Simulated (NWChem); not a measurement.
System: C2H6AlN; SMILES C=[CH][AlH][NH2]

```xyz
10

Al    -0.4520     0.5350     0.0000
H     -2.0400     0.5376     0.0000
C      0.5604    -1.1295     0.0000
C     -0.0634    -2.3202     0.0000
H      1.6536    -1.1571     0.0000
H      0.4704    -3.2724     0.0000
H     -1.1506    -2.4059     0.0000
N      0.3814     2.1121     0.0000
H     -0.0940     3.0064     0.0000
H      1.3845     2.2506     0.0000
```
Atoms are numbered in this order, from 1.

Program: NWChem. Pople sets run with spherical d functions. Coordinates come from a B3LYP/6-31G* (spherical d) optimisation. Vertical excitations in the gas phase.

Estimate the computed values for PBE/6-31+G*, TDA. Quantities: lowest excitation, singlet (eV); oscillator strength of that lowest state; lowest state with f > 0.02, singlet (eV); oscillator strength of that bright state; orbital gap (eV).


```yaml
lowest excitation, singlet (eV): 4.76
oscillator_strength_of_that_lowest_state: 0.095
lowest state with f > 0.02, singlet (eV): 4.76
oscillator_strength_of_that_bright_state: 0.095
orbital gap (eV): 4.24
```
